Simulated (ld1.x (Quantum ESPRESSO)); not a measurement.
nitrogen: one change to a TM semilocal potential, before and after

ld1.x (Quantum ESPRESSO) 7.5 input, shortened:

```
&input
   title='N', zed=7., rel=1, dft='PZ', iswitch=3,
   config='[He] 2s2 2p3 3d-2'
 /
 &inputp
   pseudotype=1, tm=.true., lloc=2,
   nlcc=.false.
 /
3
2S  1  0   2.00   0.00  0.70  0.70  0.0
2P  2  1   3.00   0.00  1.25  1.25  0.0
3D  3  2  -2.00  -0.05  1.15  1.15  0.0
 &test
   configts(1)='2s2 2p3'
 /
```

Change: reference 2s2 2p1.

Cutoffs: the cutoffs (Ry, on a coarse ladder) from which the occupation-weighted sum of valence levels, in a spherical-Bessel basis at the reference potential, stays within 10 and 1 mRy of its value at 400 Ry; they do not see the model core or the augmentation charge, which bear on the density cutoff. Errors are all-electron minus pseudo energies relative to the spin-unpolarised reference configuration.

Question: What does the change do?

Answer: The potential gets neither clearly harder nor softer (140 Ry and 300 Ry → 140 Ry and 300 Ry); the range in which the p phases agree narrows (upper end at the end of the scan → 3.9); neither file shows a bound ghost. A semilocal file is local in each channel, so a ghost entry of none says nothing of the separable form that plane-wave codes build from it.

| quantity | base | changed |
| --- | --- | --- |
| cutoff, loose | 140 Ry | 140 Ry |
| cutoff, tight | 300 Ry | 300 Ry |
| loose cutoff by channel (10 mRy a level) | s 110 Ry, p 55 Ry | s 110 Ry, p 60 Ry |
| bound ghosts | none | none |
| largest error over its own tests, meV | +443 | +477 |
| s: phases at 1.35 bohr within 0.05 rad from the reference energy up to (Ry; the scan ends near 5) | to the end of the scan | to the end of the scan |
| p: phases at 1.35 bohr within 0.05 rad from the reference energy up to (Ry; the scan ends near 5) | to the end of the scan | 3.9 |
| d: phases at 1.35 bohr within 0.05 rad from the reference energy up to (Ry; the scan ends near 5) | to the end of the scan | to the end of the scan |
